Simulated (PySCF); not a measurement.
Job file and geometry (Å, from GFN2-xTB) of an NMR shielding run on SMILES P[SiH2][SiH2][SiH2]C1CCC1, C$_{4}$H$_{15}$PSi$_{3}$, GIAO PBE0/pcSseg-1 NMR shielding, non-relativistic, gas phase (PySCF 2.14.0, density-fitted response routines); density fitting, a coarse starting grid and PySCF grid level 2 are the driver's defaults:

```
$ OMP_NUM_THREADS=1 python probes_run.py task.json out

{"job": {"kind": "nmr", "xc": "PBE0", "basis": "pcSseg-1"}, "charge": 0, "multiplicity": 1}
P      4.770402     0.986570    -0.979491
Si     3.804650    -0.805029    -0.042489
Si     1.718638    -0.329689     0.876206
Si     0.046809     0.070867    -0.694220
C     -1.631647    -0.520292    -0.027593
C     -2.252662     0.290846     1.127176
C     -3.592246     0.309452     0.378905
C     -2.892508    -0.241067    -0.870619
H      3.612769     1.457519    -1.570251
H      4.604822     1.805349     0.120397
H      4.834886    -1.315343     0.871519
H      3.725471    -1.777363    -1.142199
H      1.342209    -1.424308     1.785448
H      1.847275     0.827172     1.781831
H     -0.104401     1.495015    -1.033439
H      0.288959    -0.621119    -1.970193
H     -1.579860    -1.578381     0.237518
H     -1.818400     1.283625     1.236975
H     -2.255730    -0.194558     2.101490
H     -4.319767    -0.383957     0.797395
H     -4.061866     1.285368     0.269562
H     -2.736375     0.516367    -1.636867
H     -3.356178    -1.110059    -1.334044
```

Question: What does the program print?

Answer: 
```
coarse grid: 20144 points
cycle   1  E = -1370.4039348176  dE =  4.560e-01  |g| = 3.767e-01  |ddm| = 4.265e+00
cycle   2  E = -1370.3823254994  dE =  2.161e-02  |g| = 4.779e-01  |ddm| = 8.796e-01
cycle   3  E = -1370.4437234169  dE = -6.140e-02  |g| = 4.767e-02  |ddm| = 5.403e-01
cycle   4  E = -1370.4441985035  dE = -4.751e-04  |g| = 1.535e-02  |ddm| = 6.027e-02
cycle   5  E = -1370.4442502637  dE = -5.176e-05  |g| = 6.297e-03  |ddm| = 2.318e-02
cycle   6  E = -1370.4442598394  dE = -9.576e-06  |g| = 1.023e-03  |ddm| = 7.070e-03
final grid: 173120 points
cycle   7  E = -1370.4915963052  dE = -3.637e-05  |g| = 8.455e-03  |ddm| = 3.300e-02
cycle   8  E = -1370.4915832610  dE =  1.304e-05  |g| = 1.107e-02  |ddm| = 1.821e-02
cycle   9  E = -1370.4916144945  dE = -3.123e-05  |g| = 6.542e-04  |ddm| = 1.047e-02
cycle  10  E = -1370.4916145781  dE = -8.364e-08  |g| = 2.275e-04  |ddm| = 9.233e-04
cycle  11  E = -1370.4916145919  dE = -1.384e-08  |g| = 4.337e-05  |ddm| = 2.792e-04
cycle  12  E = -1370.4916145924  dE = -4.213e-10  |g| = 1.419e-05  |ddm| = 6.755e-05
converged SCF energy = -1370.4916145924

GIAO shielding tensors (ppm)
atom      isotropic    diamagn.    paramagn.     s11        s22        s33       span
  0 P      617.487     967.332    -349.846    549.956    600.759    701.745    151.789
  1 Si     440.158     880.624    -440.467    423.831    432.933    463.710     39.879
  2 Si     471.800     882.796    -410.996    454.914    461.725    498.760     43.846
  3 Si     414.174     882.569    -468.395    374.881    398.382    469.260     94.379
  4 C      168.346     248.978     -80.632    151.415    169.892    183.730     32.315
  5 C      161.034     247.069     -86.035    148.506    152.064    182.532     34.025
  6 C      165.185     255.372     -90.187    151.129    164.334    180.092     28.964
  7 C      158.606     249.523     -90.917    144.038    149.797    181.983     37.945
  8 H       30.934      32.810      -1.876     25.204     29.271     38.328     13.125
  9 H       30.856      31.557      -0.702     25.976     28.140     38.451     12.475
 10 H       27.658      28.823      -1.165     23.398     25.704     33.873     10.475
 11 H       27.812      29.400      -1.588     24.065     26.221     33.150      9.085
 12 H       28.330      31.496      -3.166     23.556     27.266     34.167     10.611
 13 H       28.369      31.376      -3.007     24.768     27.168     33.170      8.401
 14 H       27.831      31.830      -3.999     24.082     27.708     31.704      7.622
 15 H       27.826      31.640      -3.814     23.633     27.309     32.537      8.904
 16 H       29.566      33.564      -3.997     26.138     29.891     32.669      6.531
 17 H       29.766      32.020      -2.254     26.006     30.198     33.094      7.088
 18 H       29.495      31.205      -1.711     25.631     27.843     35.010      9.379
 19 H       29.386      29.597      -0.210     26.168     26.858     35.133      8.965
 20 H       29.580      29.167       0.414     25.908     26.475     36.357     10.449
 21 H       29.608      30.955      -1.347     26.065     29.212     33.547      7.482
 22 H       29.385      29.981      -0.596     25.888     26.681     35.586      9.697
```

Question: Turn these shieldings into chemical shifts. Chemical shifts δ = σref − σ; 31P (318.38 ppm) vs H3PO4; 29Si (349.16 ppm) and 13C (186.93 ppm) and 1H (31.72 ppm) vs TMS, all at this level.

Answer: Averaging equivalent atoms: P 0: -299.1; Si 3: -65.0; Si 1: -91.0; Si 2: -122.6; C 5/7: 27.1; C 6: 21.7; C 4: 18.6; H 10/11: 3.98; H 14/15: 3.89; H 12/13: 3.37; H 19: 2.33; H 18/22: 2.28; H 16: 2.15; H 20: 2.14; H 17/21: 2.03; H 8/9: 0.82 ppm. Experimental scales use liquid or dissolved standards, which lie at an offset from isolated H3PO4.

Size and cost of the density-fitted run: 239 basis functions, 3.2 min wall time on 1 thread of an Intel Xeon, shared host; peak memory 1.1 GiB.
